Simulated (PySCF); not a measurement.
**Electron correlation in C⁻ (carbon, charge -1)**

[He] 2s2 2p3, high-spin 4S determinant. All numbers are calculated (PySCF 2.14, scalar relativity by spin-free X2C-1e, in aug-cc-pVTZ-DK). Frozen: 1s2; 5 electrons correlated.

```csv
level,correlation energy (mhartree)
CCSD,-113.44
(T),-4.75
CCSD(T),-118.19
```

Diagnostics: T1 = 0.020, D1 = 0.0348, largest double amplitude 0.037.

Cost of the coupled-cluster step: roughly 1.4 core-seconds, for 5 correlated electrons.

Iterations:

```
CC2 = 0
CCSD nocc = (np.int64(4), np.int64(1)), nmo = (45, 45)
frozen orbitals [[0], [0]]
max_cycle = 100
direct = 0
conv_tol = 1e-08
conv_tol_normt = 1e-06
diis_space = 8
diis_start_cycle = 0
Init t2, MP2 energy = -0.0976367107147501
Init E_corr(UCCSD) = -0.0976367107258948
cycle = 1  E_corr(UCCSD) = -0.109162088483461  dE = -0.0115253778  norm(t1,t2) = 0.0460983
cycle = 2  E_corr(UCCSD) = -0.111816744643975  dE = -0.00265465616  norm(t1,t2) = 0.019128
cycle = 3  E_corr(UCCSD) = -0.113463502530753  dE = -0.00164675789  norm(t1,t2) = 0.0119395
cycle = 4  E_corr(UCCSD) = -0.113520083526578  dE = -5.65809958e-05  norm(t1,t2) = 0.00357866
cycle = 5  E_corr(UCCSD) = -0.113424179560927  dE = 9.59039657e-05  norm(t1,t2) = 0.00156947
cycle = 6  E_corr(UCCSD) = -0.113435431374416  dE = -1.12518135e-05  norm(t1,t2) = 0.000332082
cycle = 7  E_corr(UCCSD) = -0.113437091318111  dE = -1.6599437e-06  norm(t1,t2) = 0.000125288
cycle = 8  E_corr(UCCSD) = -0.113437703733825  dE = -6.12415714e-07  norm(t1,t2) = 4.53534e-05
cycle = 9  E_corr(UCCSD) = -0.113438000113025  dE = -2.963792e-07  norm(t1,t2) = 1.41782e-05
cycle = 10  E_corr(UCCSD) = -0.113438042202184  dE = -4.20891589e-08  norm(t1,t2) = 2.63766e-06
cycle = 11  E_corr(UCCSD) = -0.113438062202976  dE = -2.00007921e-08  norm(t1,t2) = 8.26062e-07
cycle = 12  E_corr(UCCSD) = -0.113438055537281  dE = 6.66569498e-09  norm(t1,t2) = 1.92382e-07
UCCSD converged
E(UCCSD) = -37.83670618016622  E_corr = -0.1134380555372811
UCCSD(T) correction = -0.00474584728835739
```
